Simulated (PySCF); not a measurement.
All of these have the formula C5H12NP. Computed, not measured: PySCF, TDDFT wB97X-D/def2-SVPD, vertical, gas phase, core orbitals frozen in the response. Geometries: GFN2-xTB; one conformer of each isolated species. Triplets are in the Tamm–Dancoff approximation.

A. `C=CP(C)N(C)C`
B. `C=CP(N)CCC`
C. `C[C@H]1C[P@](C)(=N)C1`

Lowest singlet levels (six at most, fewer where fewer were computed) with oscillator strengths:

1. 6.17 eV (f 0.035); 6.65 eV (f 0.007); 6.90 eV (f 0.001); 7.00 eV (f 0.010); 7.32 eV (f 0.101); 7.33 eV (f 0.004); T1 5.87 eV
2. 4.84 eV (f 0.029); 5.70 eV (f 0.065); 6.43 eV (f 0.042); 6.72 eV (f 0.050); 7.05 eV (f 0.192); 7.25 eV (f 0.154); T1 4.15 eV
3. 4.78 eV (f 0.015); 5.63 eV (f 0.095); 6.07 eV (f 0.064); 6.23 eV (f 0.031); 6.85 eV (f 0.016); 6.99 eV (f 0.099); T1 4.26 eV

Question: Which spectrum belongs to which structure?

Answer: 1 = C, 2 = B, 3 = A.
- A: S1 at 4.78 eV, HOMO→LUMO (95%); Löwdin shares by element: HOMO nitrogen 38%, phosphorus 32%, carbon 11% or more (atoms not listed hold the other 19%); LUMO carbon 68% or more, phosphorus 8% (atoms not listed hold the other 24%); HOMO -7.52 and LUMO 1.57 eV.
- B: S1 at 4.84 eV, HOMO→LUMO (96%); Löwdin shares by element: HOMO phosphorus 46%, nitrogen 26%, carbon 17% or more; LUMO carbon 66% or more, phosphorus 10% (atoms not listed hold the other 24%); HOMO -7.80 and LUMO 1.49 eV.
- C: S1 at 6.17 eV, HOMO→LUMO+4 (31%), HOMO→LUMO (21%), HOMO→LUMO+2 (19%); Löwdin shares by element: HOMO nitrogen 56%, phosphorus 17%, carbon 16% or more; LUMO carbon 41% or more (atoms not listed hold the other 59%); HOMO -8.11 and LUMO 2.18 eV; point group Cs.
A and B have S1 within 0.07 eV of each other; their strongest listed levels stand at 6.99 eV (f 0.099) and 7.05 eV (f 0.192).
